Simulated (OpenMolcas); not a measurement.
Cu3+: moving or changing the point charges

Cu3+ among 6 point charges of -2.2 e arranged as a trigonal prism (D3h), 1.78 Å from the ion, with a polar angle of 54.0° against the regular 49.1°.

```yaml
Program: OpenMolcas 26.06
Method: CASSCF
Basis: ANO-RCC-VTZP [6s5p3d2f1g]
Scalar_Hamiltonian: DKH2, point nucleus
Active_space: 8 electrons in 5 orbitals (3d)
State_averaging: 2S+1 = 3 even, 10 roots; 2S+1 = 1 even, 15 roots
Spin-orbit_coupling: state interaction with AMFI integrals over the reference wave functions
```

Runs around this geometry, states (labels of D3, the rotations of D3h). Energies in cm-1 above the lowest state or level, χT in cm3 K/mol.

| R (Å) | q (e) | Polar angle / regular | Ground state | First state of that spin | First gap with spin-orbit (degeneracies) | χT at 300 K | First state of another spin |
| --- | --- | --- | --- | --- | --- | --- | --- |
| 1.78 | -2.2 | 1.01 | 3A1 | 3A2 2.7 | 925.2 (2, 1) | 3.315 | 1E 19505 |
| 1.78 | -1.76 | 1.1 | 3A2 | 3A1 1098 | 227.4 (1, 2) | 3.047 | 1E 19749 |
| 1.78 | -2.2 | 1.1 | 3A1 | 3A2 3.8 | 1313 (2, 1) | 3.322 | 1E 19773 |
| 1.92 | -2.2 | 1.1 | 3A2 | 3A1 988.3 | 215.4 (1, 2) | 3.153 | 1E 19629 |

The ground state changes within this set.

Without dynamic correlation the repulsion within the d shell is too large (B by tens of per cent), so at a given field states of lower spin stand too high. Spin-orbit coupling mixes the spin-free states strongly: the lowest level takes only 50 % from its leading state, 3A1 (holds for R = 1.78, q = -2.2, ratio = 1.01; R = 1.78, q = -2.2, ratio = 1.1). The ground term spreads over less than 5000 cm-1, several times less than with real ligands, so orbital moments are less quenched and χT lies further from the spin-only value than at real sites (holds for R = 1.78, q = -1.76, ratio = 1.1; R = 1.92, q = -2.2, ratio = 1.1). Point charges carry no covalency, so the field is a model and not that of real ligands. No measured value stands beside these numbers.
